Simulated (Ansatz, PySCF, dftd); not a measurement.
Species: C$_{4}$H$_{8}$, charge 0, singlet. C4H8 (SMILES C/C=C/C).
B3LYP-D3(BJ)/def2-TZVP minimum from Ansatz (a quantum-chemistry and plane-wave program):
```
C
C 1 1.3282
H 1 1.0882 2 118.55
H 2 1.0882 1 118.55 3 180.00
C 1 1.4963 3 116.22 2 180.00
H 5 1.0911 1 111.39 3 -180.00
H 5 1.0941 6 108.10 1 122.47
H 5 1.0941 6 108.10 7 115.06
C 2 1.4963 4 116.22 1 -180.00
H 9 1.0911 2 111.39 4 180.00
H 9 1.0941 10 108.10 2 -122.47
H 9 1.0941 10 108.10 11 -115.06
```
Charge 0, spin multiplicity 1.

Wanted: enthalpy of formation at 298 K (by atomisation, with rigid-rotor harmonic-oscillator terms from PySCF's Hessian at B3LYP-D3(BJ)/def2-TZVP and the atoms' measured values of the G2/97 table; no spin-orbit terms), in kcal/mol. UHF or UKS for unpaired electrons; spin-orbit terms are left out. Correlated methods leave the cores frozen. Rows without X2C or -DK are non-relativistic. CBS(X,Y): correlation extrapolated as X^-3, Hartree-Fock from the larger set. A bracket is a step between two methods taken in the basis named. The functionals are non-relativistic, so their misses hold any scalar relativity. 'core' is core correlation in cc-pwCVTZ, 'X2C' scalar relativity in cc-pVTZ-DK, both at CCSD(T). For partners of very few electrons the exact lower level stands in for a higher one.

Measured: -2.7 kcal/mol, -11.2 kJ/mol (Active Thermochemical Tables 1.112 (ions: stationary electron), as tabulated in the package chemicals); atomic spin-orbit terms, which the calculations lack, would raise the computed values.

```csv
level,program,enthalpy of formation at 298 K (kcal/mol),error against that value
PBE-D4/def2-TZVPD,Ansatz + dftd4,-22.9,-20.2
B3LYP/def2-TZVPD,Ansatz,3.5,6.2
PBE0/def2-TZVPD,Ansatz,-5.5,-2.8
MP2/cc-pVQZ,Ansatz,-0.9,1.8
CCSD/cc-pVDZ,Ansatz,84.6,87.3
CCSD(T)/cc-pVTZ,Ansatz,23.5,26.2
"CCSD(T)/CBS(cc-pVTZ,cc-pVQZ) + core + X2C",Ansatz,-3.5,-0.8
CCSDT(Q)/cc-pVDZ,Ansatz,74.2,76.9
"CCSD(T)/CBS(cc-pVTZ,cc-pVQZ) + [CCSDT(Q) - CCSD(T)]/cc-pVDZ + core + X2C",Ansatz,-4.1,-1.4
```
